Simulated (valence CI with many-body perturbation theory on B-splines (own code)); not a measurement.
## E1 line list for K13+

Calculated by relativistic CI+MBPT: four valence electrons over a frozen Dirac-Fock core [He], radial functions for each j: 11 s, 11 p, 10 d, 8 f, 5 g, 2 h, with the one-electron correlation potential Σ1, the two-electron term Σ2, the three-electron term Σ3, Breit, model QED; selected CI, second order for the rest, scaled by the run's own slope (own B-spline code, finite nucleus).

No measured levels were compared; by estimate levels of excited configurations hold to 0.05 to 0.15 % of their energy, terms of the ground configuration to about 0.5 %. Among the levels kept, up to 940 cm⁻¹ of a level comes from second order outside the variational space, and about a tenth of that is noise between levels of different J, which matters for small intervals.

Lines 101 to 150 of 547 in falling wavelength, among levels below 574.69 eV, chosen from the strongest by gf and those to the six lowest levels. Wavelengths and rates use the calculated energies, so an error of 300 cm⁻¹ moves a line at 684.5 Å by 0.21 % and its rate by three times that or more. Electric multipoles are in the length gauge, E1 and E2 with the static RPA response of the core. Weak lines are less certain than strong ones. Lines between different terms over intervals too small for the method are left out, as are lines whose strength nearly cancels. The highest levels of a list are the least certain.

Names give the largest LS component (configuration and term), which can be under half, so a name can repeat, a term be missing and a line seem to break the LS rules; names also repeat where a configuration has a term twice. Letters in brackets count levels of one name in rising energy.

```tsv
λ vac (Å)	Upper	Lower	A (s⁻¹)	log gf	Branch %
684.5	2s²2p3d ¹D°_2	2s²2p3p ³D_1 [b]	8.50e+08	-0.53	0.0
682.4	2s2p²3d ³F_3 [a]	2s2p²3p ³D°_2 [a]	1.07e+09	-0.28	0.1
681.8	2s²2p3d ³F°_2	2s²2p3p ³D_1 [a]	8.13e+08	-0.55	0.2
674.7	2s2p²3p ³D°_1 [b]	2s2p²3s ³D_2	4.53e+08	-1.03	0.1
674.5	2s²2p3d ¹F°_3	2s²2p3p ¹D_2	1.15e+09	-0.26	0.0
671.7	2s2p²3p ³D°_1 [b]	2s2p²3s ³D_1	7.66e+08	-0.81	0.2
670.4	2s²2p3p ³P_2	2s²2p3s ³P°_2	1.12e+09	-0.42	1.4
668.4	2s2p²3d ³D_1 [c]	2s2p²3p ³P°_0 [c]	4.95e+08	-1.00	0.0
667.3	2s2p²3d ³P_2 [c]	2s2p²3p ³P°_2 [e]	4.88e+08	-0.79	0.0
666.5	2s2p²3d ¹F_3 [a]	2s2p²3p ¹D°_2 [a]	4.71e+08	-0.66	0.0
665.7	2s2p²3p ³D°_2 [b]	2s2p²3s ³D_3	3.82e+08	-0.90	0.2
665.2	2s2p²3d ⁵P_2	2s2p²3p ⁵P°_3	3.41e+08	-0.95	0.0
664.0	2s²2p3d ³P°_2	2s²2p3p ³P_1	3.43e+08	-0.95	0.0
663.0	2s2p²3p ⁵P°_3	2s2p²3s ⁵P_2	2.08e+08	-1.02	0.4
662.3	2s2p²3p ³D°_2 [b]	2s2p²3s ³D_2	7.82e+08	-0.59	0.4
661.9	2s2p²3d ³D_2 [d]	2s2p²3p ¹P°_1 [b]	3.19e+08	-0.98	0.0
660.7	2s2p²3d ¹G_4	2s2p²3p ¹F°_3	1.19e+09	-0.15	0.6
656.2	2s2p²3p ⁵P°_2	2s2p²3s ⁵P_1	4.85e+08	-0.81	2.0
655.5	2s²2p3d ³P°_1	2s²2p3p ³P_1	7.95e+08	-0.81	0.0
653.6	2s2p²3p ³D°_3 [b]	2s2p²3s ³D_3	1.14e+09	-0.29	0.4
650.4	2s2p²3p ³D°_3 [b]	2s2p²3s ³D_2	2.17e+08	-1.02	0.1
639.4	2s²2p3p ³S_1	2s²2p3s ³P°_1	5.48e+08	-1.00	1.1
627.8	2s²2p3d ³D°_3	2s²2p3p ³D_3	3.89e+08	-0.79	0.0
624.9	2s2p²3p ¹D°_2 [b]	2s2p²3s ¹P_1	1.68e+09	-0.31	0.9
624.0	2s2p²3d ¹D_2 [a]	2s2p²3p ¹P°_1 [a]	5.28e+08	-0.81	0.0
622.4	2s2p²3d ³D_2 [a]	2s2p²3p ³P°_2 [a]	5.41e+08	-0.80	0.0
617.7	2s2p²3d ³D_1 [a]	2s2p²3p ³P°_1 [a]	7.16e+08	-0.91	0.0
610.5	2s2p²3d ³D_3 [a]	2s2p²3p ³P°_2 [a]	1.24e+09	-0.31	0.0
608.0	2s2p²3d ³D_2 [a]	2s2p²3p ³P°_1 [a]	8.28e+08	-0.64	0.0
601.6	2s2p²3d ³D_1 [a]	2s2p²3p ³P°_0 [a]	6.44e+08	-0.98	0.0
596.2	2s²2p3p ¹D_2	2s²2p3s ¹P°_1	1.97e+09	-0.28	7.6
593.8	2s2p²3d ¹P_1 [a]	2s2p²3p ¹P°_1 [a]	1.02e+09	-0.79	0.1
575.2	2s2p²3p ³P°_1 [b]	2s2p²3s ³D_2	1.47e+09	-0.66	1.3
574.3	2s2p²3p ³P°_2 [b]	2s2p²3s ³D_3	1.63e+09	-0.39	1.0
573.9	2s2p²3p ³P°_0 [b]	2s2p²3s ³D_1	2.24e+09	-0.96	3.0
573.0	2s2p²3p ³P°_1 [b]	2s2p²3s ³D_1	7.73e+08	-0.94	0.7
571.8	2s2p²3p ³P°_2 [b]	2s2p²3s ³D_2	6.01e+08	-0.83	0.4
570.1	2s2p²3p ⁵S°_2	2s2p²3s ⁵P_3	1.51e+09	-0.43	6.5
552.8	2s2p²3d ³D_3 [a]	2s2p²3p ³D°_3 [a]	5.67e+08	-0.74	0.0
550.8	2s2p²3d ³P_2 [a]	2s2p²3p ³S°_1 [a]	7.02e+08	-0.80	0.0
544.8	2s2p²3d ¹D_2 [a]	2s2p²3p ¹D°_2 [a]	5.88e+08	-0.88	0.0
530.2	2s2p²3p ⁵S°_2	2s2p²3s ⁵P_2	8.43e+08	-0.75	3.6
529.0	2s2p²3p ¹P°_1 [c]	2s2p²3s ¹P_1	2.74e+09	-0.46	0.9
486.6	2p³3p ³P_1	2s2p²3p ³S°_1 [b]	1.12e+09	-0.92	0.1
483.9	2p³3p ³P_2	2s2p²3p ³S°_1 [b]	1.08e+09	-0.72	0.1
472.6	2s²2p3p ¹S_0	2s²2p3s ¹P°_1	4.31e+09	-0.84	6.3
372.0	2s2p²3p ³D°_3 [b]	2s2p²3s ³P_2 [a]	8.65e+08	-0.90	0.3
367.9	2s2p²3p ³D°_3 [a]	2s²2p3p ³P_2	9.59e+08	-0.87	0.1
357.6	2p³3p ³D_3	2s2p²3p ³P°_2 [e]	1.39e+09	-0.73	0.2
329.4	2p³3p ³F_4	2s2p²3p ³D°_3 [c]	2.00e+09	-0.53	0.4
```
